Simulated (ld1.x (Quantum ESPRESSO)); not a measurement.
# Reading a pseudo-wave (tellurium (Te))

Columns: radius, all-electron u(r) and pseudo u(r) of the 5s shell (level -15.36 eV) of tellurium in the configuration [Kr] 4d10 5s2 5p4; LDA (PZ), scalar-relativistic, TM semilocal scheme, ld1.x (Quantum ESPRESSO) 7.5.

```tsv
r (bohr)	all-electron	pseudo
0.085	-0.1767	0.0257
0.170	0.1372	0.0514
0.255	0.2604	0.0771
0.340	0.0848	0.1029
0.425	-0.1636	0.1288
0.510	-0.3405	0.1551
0.595	-0.4042	0.1826
0.680	-0.3676	0.2120
0.765	-0.2620	0.2447
0.850	-0.1183	0.2822
0.935	0.0392	0.3264
1.020	0.1938	0.3786
1.105	0.3354	0.4392
1.190	0.4586	0.5071
1.275	0.5611	0.5785
1.360	0.6432	0.6471
1.445	0.7057	0.7061
1.530	0.7507	0.7507
1.615	0.7801	0.7801
1.700	0.7962	0.7962
1.785	0.8010	0.8010
1.870	0.7966	0.7966
1.955	0.7846	0.7846
2.040	0.7667	0.7667
2.125	0.7440	0.7440
2.210	0.7179	0.7179
```

(1) How many radial nodes do the two functions have?

(2) At about which radius was the pseudo-wave matched?

(3) Is the pseudo-wave norm-conserving?

Answers

(1) The all-electron 5s function has n − l − 1 = 4 (the table is too coarse to show those close to the nucleus); the pseudo-wave has 0, since the states of the same l below it are removed with the core.

(2) 1.55 bohr. The columns agree to 0.0005 from 1.45 bohr on; several derivatives are matched, so the curves merge somewhat inside the radius.

(3) Yes: the TM semilocal scheme keeps the norm inside the radius equal to the all-electron one, which fixes the energy derivative of the logarithmic derivative at the level.
